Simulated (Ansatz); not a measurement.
Isolated molecules relaxed with PBE0-D4/def2-TZVP in Ansatz; ΔE leaves out vibrations. CBS: MP2 limit from def2 TZ/QZ plus the TZ coupled-cluster correction, frozen cores. DFT in def2-TZVPP. Each species was taken in one conformer, which may not be the lowest.

Reaction (substitution at a C–O bond): `C#COC(=O)OC` + `CC(O)F` → `C#COC(C)F` + `COC(=O)O`

```
  level  ΔE (kJ/mol)
 PBE-D4        -19.6
ωB97M-V        -21.0
```

(1) What does CCSD(T)/CBS give? (Best estimate.)

Largest T1 diagnostic among the species: 0.014.

Answers

(1) Computed: -18.8 kJ/mol. The listed levels differ from it by -0.8, -2.2 kJ/mol.

In def2-TZVPP, CCSD(T) changes the Hartree–Fock value by +4.7 kJ/mol (the triples alone add +0.3 kJ/mol) and MP2 by +4.4 kJ/mol.
